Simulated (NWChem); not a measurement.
**Correlation energy of In**

```xyz
1

In     0.0000     0.0000     0.0000
```
Charge 0, spin multiplicity 2.

All runs are NWChem calculations.

Basis set: def2-QZVP. Each correlation energy counts from its own Hartree-Fock reference.

Effective core potentials replace the inner electrons of In; spin-orbit coupling is left out. The correlated methods keep 4 core orbitals frozen. No SCF solution was tested for a lower state. Open-shell Hartree-Fock references start from PBE0 orbitals. No row is a measurement; the coupled-cluster row has its own basis-set and correlation limits.

| method | correlation energy (mHa) |
|---|---|
| SCS-UMP2 | ? |
| CCSD on ROHF | ? |
| CCSD[T] on ROHF | ? |
| UMP2 | -434.6 |
| CCSD(T) on ROHF | ? |

**Question.** Fill in the missing entries.

**Answer.** 
- SCS-UMP2, correlation energy (mHa): -383.1
- CCSD on ROHF, correlation energy (mHa): -409.7
- CCSD[T] on ROHF, correlation energy (mHa): -420.4
- CCSD(T) on ROHF, correlation energy (mHa): -420.1
